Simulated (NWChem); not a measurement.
System: AlCl, singlet; SMILES [Al][Cl]

The following NWChem deck was run.

```
start job
memory heap 200 mb stack 900 mb global 1100 mb
geometry units angstroms noautoz
  Al     0.000000     0.000000    -1.209222
  Cl     0.000000     0.000000     0.937703
end
basis spherical
  * library pcseg-2
end
dft
  xc pbe0
  iterations 150
  mulliken
end
task dft energy
```

NWChem printed, in part:

```
             Northwest Computational Chemistry Package (NWChem) 7.3.0
             --------------------------------------------------------

 ORDER OF PRIMARY AXIS IS BEING SET TO 4
 C4V symmetry detected

                             Geometry "geometry" -> ""
                             -------------------------

 Output coordinates in angstroms (scale by  1.889725989 to convert to a.u.)

  No.       Tag          Charge          X              Y              Z
 ---- ---------------- ---------- -------------- -------------- --------------
    1 Al                  13.0000     0.00000000     0.00000000    -1.21659083
    2 Cl                  17.0000     0.00000000     0.00000000     0.93033417

 Effective nuclear repulsion energy (a.u.)      54.4724068279

      Symmetry information
      --------------------

 Group name             C4v
 Group number             18
 Group order               8
 No. of unique centers     2

                                 NWChem DFT Module
                                 -----------------

 Summary of "ao basis" -> "ao basis" (spherical)
 ------------------------------------------------------------------------------
       Tag                 Description            Shells   Functions and Types
 ---------------- ------------------------------  ------  ---------------------
 Al                         pcseg-2                 12       34   5s4p2d1f
 Cl                         pcseg-2                 12       34   5s4p2d1f

      Symmetry analysis of basis
      --------------------------

        a1         24
        a2          0
        b1          6
        b2          6
        e          32

            General Information
            -------------------
          SCF calculation type: DFT
          Wavefunction type:  closed shell.
          No. of atoms     :     2
          No. of electrons :    30
           Alpha electrons :    15
            Beta electrons :    15
          Charge           :     0
          Spin multiplicity:     1
          Use of symmetry is: on ; symmetry adaption is: on
          Maximum number of iterations: 150
          AO basis - number of functions:    68
                     number of shells:    24
          Convergence on energy requested:  1.00D-06
          Convergence on density requested:  1.00D-05
          Convergence on gradient requested:  5.00D-04

              XC Information
              --------------
                         PBE0 Method XC Functional
                     Hartree-Fock (Exact) Exchange  0.250
          PerdewBurkeErnzerhof Exchange Functional  0.750
            Perdew 1991 LDA Correlation Functional  1.000 local
           PerdewBurkeErnz. Correlation Functional  1.000 non-local

             Grid Information
             ----------------
          Grid used for XC integration:  medium
          Radial quadrature: Mura-Knowles
          Angular quadrature: Lebedev.
          Tag              B.-S. Rad. Rad. Pts. Rad. Cut. Ang. Pts.
          ---              ---------- --------- --------- ---------
          Al                  1.25       88           8.0       590
          Cl                  1.00       88          10.0       590
          Grid pruning is: on
          Number of quadrature shells:   176
          Spatial weights used:  Erf1

      Superposition of Atomic Density Guess
      -------------------------------------

 Sum of atomic energies:        -701.35097184

      Non-variational initial energy
      ------------------------------

 Total energy =    -701.443363
 1-e energy   =   -1080.421971
 2-e energy   =     324.506201
 HOMO         =      -0.268181
 LUMO         =       0.004494

      Symmetry analysis of molecular orbitals - initial
      -------------------------------------------------

 !! scf_movecs_sym_adapt:   12 vectors were symmetry contaminated

  Symmetry fudging

 !! scf_movecs_sym_adapt:    8 vectors were symmetry contaminated

  Numbering of irreducible representations:

     1 a1          2 a2          3 b1          4 b2          5 e

  Orbital symmetries:

     1 a1          2 a1          3 a1          4 a1          5 e
     6 e           7 a1          8 a1          9 e          10 e
    11 a1         12 a1         13 e          14 e          15 a1
    16 e          17 e          18 a1         19 e          20 e
    21 a1         22 a1         23 a1         24 e          25 e

     ---------------------------------------------
      Total Density - Mulliken Population Analysis
     ---------------------------------------------

    Atom       Charge   Shell Charges
 -----------   ------   -------------------------------------------------------
    1 Al  13    12.39   2.00  0.53  1.45  0.99  1.02  5.90  0.18  0.22  0.04  0.00  0.05  0.01
    2 Cl  17    17.61   2.01  0.38  1.59  1.06  0.90  5.92  1.07  3.24  1.43  0.00  0.01  0.00

   convergence    iter        energy       DeltaE   RMS-Dens  Diis-err
 ---------------- ----- ----------------- --------- --------- ---------
 d= 0,ls=0.0,diis     1   -702.4158278561 -7.57D+02  1.19D-02  5.18D-01
 d= 0,ls=0.0,diis     2   -702.4101807808  5.65D-03  7.56D-03  2.31D-01
 d= 0,ls=0.0,diis     3   -702.4387510594 -2.86D-02  2.16D-03  5.01D-02
 d= 0,ls=0.0,diis     4   -702.4454932565 -6.74D-03  2.93D-04  1.54D-04
 d= 0,ls=0.0,diis     5   -702.4455262026 -3.29D-05  2.56D-05  3.12D-06
 d= 0,ls=0.0,diis     6   -702.4455268530 -6.50D-07  4.03D-06  4.17D-08

         Total DFT energy =     -702.445526852988
      One electron energy =    -1081.634474309146
           Coulomb energy =      371.349391742369
    Exchange-Corr. energy =      -46.632851114084
 Nuclear repulsion energy =       54.472406827874

 Numeric. integr. density =       30.000000039065

                  Occupations of the irreducible representations
                  ----------------------------------------------

                     irrep           alpha         beta
                     --------     --------     --------
                     a1                9.0          9.0
                     a2                0.0          0.0
                     b1                0.0          0.0
                     b2                0.0          0.0
                     e                 6.0          6.0

                       DFT Final Molecular Orbital Analysis
                       ------------------------------------

 Vector   13  Occ=2.000000D+00  E=-3.406420D-01  Symmetry=e
              MO Center= -7.8D-16, -3.1D-16,  8.1D-01, r^2= 1.4D+00
   Bfn.  Coefficient  Atom+Function         Bfn.  Coefficient  Atom+Function
  ----- ------------  ---------------      ----- ------------  ---------------
    46      0.515072  2 Cl px                49      0.315843  2 Cl px
    40     -0.247923  2 Cl px                43      0.231781  2 Cl px
    47      0.179249  2 Cl py                50      0.109916  2 Cl py
    12      0.091206  1 Al px                41     -0.086279  2 Cl py
    44      0.080662  2 Cl py                 6     -0.044420  1 Al px

 Vector   14  Occ=2.000000D+00  E=-3.406420D-01  Symmetry=e
              MO Center= -4.6D-15,  1.3D-14,  8.1D-01, r^2= 1.4D+00
   Bfn.  Coefficient  Atom+Function         Bfn.  Coefficient  Atom+Function
  ----- ------------  ---------------      ----- ------------  ---------------
    47      0.515072  2 Cl py                50      0.315843  2 Cl py
    41     -0.247923  2 Cl py                44      0.231781  2 Cl py
    46     -0.179249  2 Cl px                49     -0.109916  2 Cl px
    13      0.091206  1 Al py                40      0.086279  2 Cl px
    43     -0.080662  2 Cl px                 7     -0.044420  1 Al py

 Vector   15  Occ=2.000000D+00  E=-2.588734D-01  Symmetry=a1
              MO Center=  3.7D-15, -1.6D-15, -1.3D+00, r^2= 3.1D+00
   Bfn.  Coefficient  Atom+Function         Bfn.  Coefficient  Atom+Function
  ----- ------------  ---------------      ----- ------------  ---------------
     5      0.546878  1 Al s                  4      0.498171  1 Al s
     3     -0.307064  1 Al s                 48      0.279066  2 Cl pz
    14     -0.215855  1 Al pz                51      0.188690  2 Cl pz
    42     -0.131841  2 Cl pz                45      0.126223  2 Cl pz
     8      0.109352  1 Al pz                11     -0.091913  1 Al pz

 Vector   16  Occ=0.000000D+00  E=-6.320842D-02  Symmetry=e
              MO Center=  1.2D-15, -9.5D-16, -1.2D+00, r^2= 4.3D+00
   Bfn.  Coefficient  Atom+Function         Bfn.  Coefficient  Atom+Function
  ----- ------------  ---------------      ----- ------------  ---------------
    13      0.511683  1 Al py                16      0.433475  1 Al py
    12      0.260570  1 Al px                15      0.220743  1 Al px
    50     -0.198968  2 Cl py                 7     -0.166579  1 Al py
    47     -0.131535  2 Cl py                10      0.126120  1 Al py
    49     -0.101323  2 Cl px                 6     -0.084829  1 Al px

 Vector   17  Occ=0.000000D+00  E=-6.320842D-02  Symmetry=e
              MO Center=  3.7D-15, -1.9D-15, -1.2D+00, r^2= 4.3D+00
   Bfn.  Coefficient  Atom+Function         Bfn.  Coefficient  Atom+Function
  ----- ------------  ---------------      ----- ------------  ---------------
    12      0.511683  1 Al px                15      0.433475  1 Al px
    13     -0.260570  1 Al py                16     -0.220743  1 Al py
    49     -0.198968  2 Cl px                 6     -0.166579  1 Al px
    46     -0.131535  2 Cl px                 9      0.126120  1 Al px
    50      0.101323  2 Cl py                 7      0.084829  1 Al py

[...]
```

Level: PBE0/pcseg-2. Low-valent species are run as closed-shell singlets; no triplet was tried in these runs. Structure relaxed at the PBE0/def2-SVP level.
